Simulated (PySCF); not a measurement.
C₅H₉N, SMILES C#C[C@@H](C)CN. Atoms are numbered in the order given.

```xyz
15

C     -0.8488    -2.1521     0.6239
C     -0.7502    -1.0402     0.1516
C     -0.5925     0.3046    -0.4058
C     -0.9385     1.3817     0.6240
C      0.8257     0.4813    -0.9731
N      1.8178     0.3854     0.0736
H     -0.9538    -3.1367     1.0399
H     -1.2926     0.3861    -1.2568
H     -0.2050     1.3655     1.4413
H     -0.9048     2.3763     0.1537
H     -1.9440     1.2263     1.0397
H      0.9544    -0.2461    -1.8021
H      0.8822     1.4867    -1.4237
H      2.7504     0.5477    -0.2971
H      1.8144    -0.5554     0.4660
```
Charge 0, spin multiplicity 1.

The structure is a stationary point at PBE0-D3(BJ)/def2-SVP. The structure was generated by enumeration; whether it is a known compound was not checked. Other conformers were not sampled.

Calculation: PBE/pcSseg-1 (PySCF).

GIAO shieldings, no solvent; atoms listed in one row are averaged. δ = σ(ref) − σ: ¹³C against TMS (σ = 182.0 ppm); ¹⁵N against NH3 (σ = 267.0 ppm); ¹H against TMS (σ = 31.49 ppm), references at their B3LYP-D3(BJ)/def2-TZVP geometries, non-relativistic.

```json
[
 {"nucleus": "¹³C", "atoms": "C2", "count": "1", "δ (ppm)": "92.1"},
 {"nucleus": "¹³C", "atoms": "C1", "count": "1", "δ (ppm)": "73.2"},
 {"nucleus": "¹³C", "atoms": "C5", "count": "1", "δ (ppm)": "53.9"},
 {"nucleus": "¹³C", "atoms": "C3", "count": "1", "δ (ppm)": "33.9"},
 {"nucleus": "¹³C", "atoms": "C4", "count": "1", "δ (ppm)": "21.6"},
 {"nucleus": "¹⁵N", "atoms": "N6", "count": "1", "δ (ppm)": "35.3"},
 {"nucleus": "¹H", "atoms": "H12", "count": "1", "δ (ppm)": "3.70"},
 {"nucleus": "¹H", "atoms": "H8", "count": "1", "δ (ppm)": "2.89"},
 {"nucleus": "¹H", "atoms": "H13", "count": "1", "δ (ppm)": "2.75"},
 {"nucleus": "¹H", "atoms": "H7", "count": "1", "δ (ppm)": "1.99"},
 {"nucleus": "¹H", "atoms": "H9, H10, H11", "count": "3", "δ (ppm)": "1.68"},
 {"nucleus": "¹H", "atoms": "H15", "count": "1", "δ (ppm)": "0.85"},
 {"nucleus": "¹H", "atoms": "H14", "count": "1", "δ (ppm)": "0.50"}
]
```
